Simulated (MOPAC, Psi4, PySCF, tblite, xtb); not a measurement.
Dimer CH4 ··· C3H6 (SMILES C and C1CC1) at R = 4.40 Å between the centres of mass, closest contact 2.52 Å (a random orientation, not optimised). Geometry in Å and degrees:

```
C
H 1 1.0816
H 1 1.0816 2 114.23
C 1 1.5034 2 118.05 3 -145.49
H 4 1.0816 1 118.05 2 144.17
H 4 1.0816 5 114.23 1 145.49
C 4 1.5034 5 118.05 6 145.49
H 7 1.0816 4 118.05 5 0.00
H 7 1.0816 8 114.23 4 145.49
C 2 2.7700 1 152.68 3 -53.57
H 10 1.0891 2 65.29 1 70.65
H 10 1.0891 11 109.47 2 -62.57
H 10 1.0891 11 109.47 12 120.00
H 10 1.0891 11 109.47 13 120.00
```

Levels: GFN2-xTB (tblite); SAPT0/jun-cc-pVDZ, frozen core (Psi4); PBE/def2-TZVP, counterpoise-corrected (Psi4); PBE-D3(BJ)/def2-TZVP, counterpoise-corrected (Psi4); HF/aug-cc-pVDZ, counterpoise-corrected (Psi4); MP2/aug-cc-pVDZ = Psi4 1.11 with DF-MP2/aug-cc-pVDZ, frozen core, counterpoise-corrected; SCS-MP2/aug-cc-pVDZ = DF-SCS-MP2/aug-cc-pVDZ, frozen core, counterpoise-corrected (Psi4); PM7, restricted, heats of formation (MOPAC); AM1, restricted, heats of formation (MOPAC); GFN1-xTB (xtb); RKS-B3LYP/6-31G* = restricted B3LYP/6-31G*, spherical d, no counterpoise correction in PySCF 2.14.0; RHF/3-21G = restricted Hartree-Fock/3-21G, no counterpoise correction (PySCF); RKS-B3LYP/LANL2DZ = restricted B3LYP/LANL2DZ, no counterpoise correction in PySCF; RMP2/6-31G* = PySCF 2.14.0 with restricted MP2 (frozen core)/6-31G*, spherical d, no counterpoise correction.

Task: What interaction energy does each level give?

Result: 
```tsv
method	E_int / kcal/mol
PM7	-0.73
PBE-D3(BJ)/def2-TZVP	-0.65
GFN2-xTB	-0.36
GFN1-xTB	-0.30
MP2/aug-cc-pVDZ	-0.30
AM1	-0.28
RMP2/6-31G*	-0.17
SAPT0/jun-cc-pVDZ	-0.09
SCS-MP2/aug-cc-pVDZ	-0.04
PBE/def2-TZVP	0.04
RKS-B3LYP/LANL2DZ	0.17
RKS-B3LYP/6-31G*	0.24
RHF/3-21G	0.36
HF/aug-cc-pVDZ	0.79
```
